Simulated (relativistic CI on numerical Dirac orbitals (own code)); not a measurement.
Mn5+: K-alpha X-ray emission

Computed with this model: Dirac-Coulomb-Breit CI, separate exchange-only KLI orbitals for each configuration, QED by a radiative potential, valence Slater integrals scaled by 0.7, multiplet model of X-ray emission after core ionisation; configurations [Ar] 3d2 → 1s 2s2 2p6 3s2 3p6 3d2 → [He] 2s2 2p5 3s2 3p6 3d2; 300 K; Lorentzian 1.8 eV and Gaussian 0.6 eV FWHM. Energies are those of the free ion, without screening or charge transfer. S is read from ⟨S²⟩ = S(S + 1).

Field parameters in Wybourne normalisation: Oh B⁴₀ = 21Dq, B⁴₄ = √(5/14) B⁴₀. The field is a parameter set, without covalency.

Computed curve for Oh, 10Dq = 16200 cm⁻¹, scaled to 100 at the maximum (points under 2 are left out and the grid is thinned):

| Energy (eV) | Intensity |
| --- | --- |
| 5877.0 | 2.1 |
| 5877.4 | 2.5 |
| 5877.8 | 2.9 |
| 5878.4 | 4.1 |
| 5878.8 | 5.3 |
| 5879.2 | 6.8 |
| 5879.6 | 8.3 |
| 5880.0 | 9.4 |
| 5880.6 | 10.6 |
| 5881.0 | 11.6 |
| 5881.4 | 12.6 |
| 5881.8 | 13.6 |
| 5882.2 | 15.5 |
| 5882.8 | 22.0 |
| 5883.2 | 30.1 |
| 5883.6 | 39.8 |
| 5884.0 | 47.1 |
| 5884.4 | 48.6 |
| 5885.0 | 38.0 |
| 5885.4 | 27.4 |
| 5885.8 | 19.2 |
| 5886.2 | 14.0 |
| 5886.6 | 11.0 |
| 5887.2 | 8.8 |
| 5887.6 | 8.4 |
| 5888.0 | 8.7 |
| 5888.4 | 9.4 |
| 5888.8 | 10.2 |
| 5889.4 | 10.9 |
| 5889.8 | 11.3 |
| 5890.2 | 11.8 |
| 5890.6 | 12.7 |
| 5891.2 | 14.9 |
| 5891.6 | 16.9 |
| 5892.0 | 19.4 |
| 5892.4 | 22.6 |
| 5892.8 | 27.7 |
| 5893.4 | 41.9 |
| 5893.8 | 57.5 |
| 5894.2 | 76.5 |
| 5894.6 | 92.8 |
| 5895.0 | 100.0 |
| 5895.6 | 93.2 |
| 5896.0 | 79.5 |
| 5896.4 | 60.3 |
| 5896.8 | 41.9 |
| 5897.2 | 28.7 |
| 5897.8 | 17.4 |
| 5898.2 | 13.2 |
| 5898.6 | 10.3 |
| 5899.0 | 8.3 |
| 5899.4 | 6.8 |
| 5900.0 | 5.2 |
| 5900.4 | 4.5 |
| 5900.8 | 3.9 |
| 5901.2 | 3.4 |
| 5901.6 | 3.0 |
| 5902.2 | 2.5 |
| 5902.6 | 2.3 |
| 5903.0 | 2.1 |

The ground state has S = 1.00, and the centroid lies at 5891.31 eV.
